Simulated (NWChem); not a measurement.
Molecule: CrO$_{2}$ClF; SMILES [O]=[Cr](=[O])([F])[Cl]

```xyz
5

Cr     0.0648    -0.3403     0.0000
O      0.8552    -0.7544    -1.2367
O      0.8552    -0.7544     1.2367
F     -1.4466    -1.0860     0.0000
Cl    -0.1305     1.7654     0.0000
```
Atoms are numbered in this order, from 1.

Computed with NWChem. Pople sets run with spherical d functions. All runs use the structure optimised with PBE0/def2-SVP.

For level Hartree-Fock/6-31G*:

| Item | Result |
|---|---|
| orbital gap (eV) | 12.27 |
| dipole (D) | 0.15 |

Task: What are these values for level Hartree-Fock/3-21G?

Result: The orbital gap (eV) is 12.03 and the dipole (D) is 0.89.
